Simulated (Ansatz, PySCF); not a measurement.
Process, species as SMILES: CCC [propane] → [CH2]CC + H atom (the C-H bond at the site shown breaks; other sites are not compared here)
Geometries: B3LYP-D3(BJ)/def2-TZVP minima from Ansatz (a program for electronic structure), one conformer each, not searched for the lowest.
Geometry of the first species:
```xyz
11

C     -0.0014    -0.0033     0.5859
C      0.0027     1.2725    -0.2521
C     -0.0014    -1.2696    -0.2666
H     -0.8774    -0.0057     1.2413
H      0.8715    -0.0085     1.2455
H      0.0026     2.1656     0.3757
H     -0.0044    -2.1698     0.3510
H      0.8856     1.3165    -0.8947
H     -0.8771     1.3193    -0.8989
H     -0.8813    -1.3061    -0.9138
H      0.8814    -1.3090    -0.9097
```
Charge 0, spin multiplicity 1.

Wanted: bond dissociation energy (0 K, with B3LYP-D3(BJ) harmonic zero-point energies from PySCF), in eV. Correlated levels leave the core frozen unless marked. UHF or UKS for open shells. Spin-orbit coupling is left out. No relativistic terms. CBS(X,Y): correlation extrapolated as X^-3; Hartree-Fock from the larger set. [CCSD(T)-MP2]/basis is that difference in the basis named.

RI-MP2/CBS(cc-pVTZ,cc-pVQZ)+[CCSD(T)-MP2]/cc-pVTZ (Ansatz) gives 4.37 eV.

**Question.** Another calculation gave 4.16 eV. Which level was it?
A) PBE0/def2-TZVPD (Ansatz)
B) HF/def2-TZVPD (PySCF)
C) SVWN5/def2-TZVPD (Ansatz)
D) M06-2X/def2-TZVPD (PySCF)

**Answer.** A, PBE0/def2-TZVPD (Ansatz). The others give 4.29 (M06-2X), 4.69 (SVWN5), 3.19 (HF) eV.
